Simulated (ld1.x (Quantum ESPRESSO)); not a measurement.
# beryllium (Be), TM: configuration errors across variants

ld1.x (Quantum ESPRESSO) 7.5 input, shortened:

```
&input
   title='Be', zed=4., rel=2, dft='WC', iswitch=3,
   config='[He] 2s1.5 2p0.5 3d-2', rel_dist='average'
 /
 &inputp
   pseudotype=2, tm=.true., lloc=1,
   nlcc=.false.
 /
3
1S  1  0   2.00   0.00  0.35  0.35  0.0
3D  3  2  -2.00   0.45  4.15  4.15  0.0
2P  2  1   0.50   0.00  4.20  4.20  0.0
 &test
   configts(1)='1s2 2s1.5 2p0.5'
 /
```

Open shells are filled in proportion to 2j + 1 (rel_dist='average').

Occupied shells without a wave of their own: 2s. They enter only through the test configuration that unscreens the potential.

All-electron excitation energies from the reference (eV): (1) 1s2 2s2 2p0 -1.803; (2) 1s2 2s1 2p0 7.665; (3) 1s2 2s0 2p0 25.420; (4) 1s1 2s2 2p0 126.044; (5) 1s2 2s0 2p1 11.597; (6) 1s2 2s1.5 2p0 1.923; (7) 1s2 2s1 2p1 1.812.

For the base: The 2s level has no wave, so the channel is fitted at the deeper level alone: the likely source of the large errors.

5 further variants failed, have other tests or another functional or relativity, and are left out.

A true bound ghost makes a file unfit for plane-wave use even where its test errors are small: the radial tests pick states by their node count and pass the ghost by.

The file “base” misses its own reference levels by 0.7 eV. The file “all radii scaled by about 0.73 (s 0.26, p 3.06, d 3.02 bohr)” misses its own reference levels by 0.7 eV. The file “wave 3d channel at 0.45 Ry: rc 4.15 bohr becomes 3d channel at 0.45 Ry: rc 2.66 bohr” misses its own reference levels by 0.7 eV. The file “wave 1s (bound): rc 0.35 bohr becomes 1s (bound): rc 0.44 bohr” misses its own reference levels by 0.7 eV. The file “wave 3d channel at 0.45 Ry: rc 4.15 bohr becomes 3d channel at 0.29 Ry: rc 4.15 bohr” misses its own reference levels by 0.7 eV. The file “wave 3d channel at 0.45 Ry: rc 4.15 bohr becomes 3d channel at 4.64 Ry: rc 4.15 bohr” misses its own reference levels by 0.7 eV. The file “wave 2p (bound): rc 4.20 bohr becomes 2p (bound): rc 3.70 bohr” misses its own reference levels by 0.7 eV.

Errors AE − PS in meV (a dash: test not solved or not reliable):

```tsv
change	(1)	(2)	(3)	(4)	(5)	(6)	(7)	bound ghosts
base	+350	-425	-1274	-952	-1380	+0.1	-366	not determined
all radii scaled by about 0.73 (s 0.26, p 3.06, d 3.02 bohr)	+334	-453	-1654	-108	-1399	-0.6	-352	not determined
wave 3d channel at 0.45 Ry: rc 4.15 bohr becomes 3d channel at 0.45 Ry: rc 2.66 bohr	+350	-425	-1274	-952	-1380	+0.1	-366	not determined
wave 1s (bound): rc 0.35 bohr becomes 1s (bound): rc 0.44 bohr	+350	-424	-1272	-842	-1378	+0.1	-365	d5/2, d3/2
wave 3d channel at 0.45 Ry: rc 4.15 bohr becomes 3d channel at 0.29 Ry: rc 4.15 bohr	+350	-425	-1274	-952	-1380	+0.1	-366	not determined
wave 3d channel at 0.45 Ry: rc 4.15 bohr becomes 3d channel at 4.64 Ry: rc 4.15 bohr	+350	-425	-1274	-952	-1380	+0.1	-366	not determined
wave 2p (bound): rc 4.20 bohr becomes 2p (bound): rc 3.70 bohr	+365	-472	-1576	-577	-1481	-0.6	-382	not determined
```

**Question.** Give the same row for: local potential the d channel.

**Answer.** -653, +963, +3800, -2676, +2620, +20, +663; bound ghosts: not determined.
